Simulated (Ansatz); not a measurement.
`B[NH][GeH3]` + `BS` → `BSB` + `[NH2][GeH3]` at 500 K and 1 bar (ligand exchange at a B–N bond).

Program: Ansatz. Geometries: PBE0-D4/def2-TZVP. ΔE: electronic, gas phase. CCSD(T)/CBS adds triple-zeta CCSD(T) − MP2 to the extrapolated MP2 energy (def2 sets, frozen cores). This one scheme is used for every species. For Ge outer-core shells are correlated without core-valence functions, which leaves a few kJ/mol of doubt a bond. Scalar relativity is left out up to krypton.

```tsv
species	CCSD(T)/CBS energy (Eh)	H − E (kJ/mol)	S (J/(mol·K))
`B[NH][GeH3]`	-2159.24687	198.7	357.6
`BS`	-424.38198	102.0	273.9
`BSB`	-449.77944	145.4	316.4
`[NH2][GeH3]`	-2133.81884	158.0	315.9
```

H − E and S are ideal-gas, rigid-rotor, harmonic terms from PBE0-D4/def2-TZVP. 1 Eh = 2625.50 kJ/mol, R = 8.31446 J/(mol·K).

By hand: ΔE, ΔH, ΔS and ΔG.

ΔE = (-449.77944) + (-2133.81884) − (-2159.24687) − (-424.38198) = 0.03057 Eh = 80.3 kJ/mol. Δ(H − E) = 145.4 + 158.0 − 198.7 − 102.0 = 2.7, so ΔH = 83.0 kJ/mol. ΔS = 316.4 + 315.9 − 357.6 − 273.9 = 0.8 J/(mol·K). ΔG = 83.0 − 500 × (0.8)/1000 = 82.6 kJ/mol.

By hand: the equilibrium constant, and the temperature at which ΔG would vanish if ΔH and ΔS stayed fixed.

log₁₀ K = −ΔG/(RT ln 10) = -8.6. ΔG = 0 at ΔH/ΔS = 103750 K, far beyond where these terms or the molecules hold.

The number of gas molecules stays the same, so ΔS is small and ΔH decides. A doubt of 5 kJ/mol in ΔE shifts log₁₀ K by 0.5 here. These are equilibria of isolated gas molecules and say nothing of rates. Largest T1 diagnostic: 0.015 (customary marks: 0.02 for closed shells, 0.045 for open ones).
